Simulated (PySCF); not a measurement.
## How the method moves the HOMO and LUMO of `N#C/C=C(\[SiH3])C=O`

C₄H₅NOSi.
Geometry (PBE0-D3(BJ)/def2-SVP, Å), atoms numbered from 1 in this order:
```xyz
12
C4H5NOSi angstrom
N     -1.8623    2.7486    0.0969
C     -0.9055    2.1015   -0.0090
C      0.2905    1.3386   -0.1403
C      0.3655   -0.0077   -0.0571
Si    -1.0601   -1.2253    0.2390
C      1.7113   -0.6063   -0.2150
O      1.9104   -1.7927   -0.1532
H      1.2008    1.9284   -0.3196
H     -0.7822   -1.9909    1.4855
H     -1.1448   -2.1452   -0.9291
H     -2.3185   -0.4422    0.3782
H      2.5470    0.1180   -0.3982
```

Basis pcSseg-1 throughout (PySCF), one geometry. Isolated species at its PBE0-D3(BJ)/def2-SVP geometry (one conformer only).

Problem. How do the orbital energies, the gap and the dipole change with the method?

Solution. 
| method | kind | HOMO (eV) | LUMO (eV) | gap (eV) | μ (D) | SCF cycles |
| --- | --- | --- | --- | --- | --- | --- |
| PBE | GGA | -6.67 | -4.13 | 2.54 | 1.74 | 19 |
| LDA | LDA | -6.84 | -4.40 | 2.45 | 1.76 | 18 |
| KT2 | GGA | -6.87 | -4.09 | 2.79 | 1.68 | 19 |
| B97-2 | global hybrid | -8.04 | -3.32 | 4.73 | 1.85 | 16 |
| B3LYP | global hybrid | -8.06 | -3.43 | 4.63 | 1.84 | 15 |
| BHandHLYP | global hybrid | -9.79 | -2.20 | 7.59 | 1.97 | 14 |
| LC-wPBE | range-separated hybrid | -11.12 | -1.08 | 10.04 | 2.01 | 15 |
| HF | Hartree–Fock | -11.21 | 0.47 | 11.68 | 2.18 | 14 |

The HOMO spans 4.54 eV, from PBE down to HF, and the gap runs from 2.45 eV (LDA) to 11.68 eV (HF). Over the methods PBE (0 %), LDA (0 %), KT2 (0 %), B97-2 (21 %), B3LYP (20 %), BHandHLYP (50 %), HF (100 %), a straight line through the gap against the share of exact exchange rises by 0.92 eV for each 10 % (correlation coefficient 0.998). The dipole ranges from 1.68 D (KT2) to 2.18 D (HF). This basis has no diffuse functions.
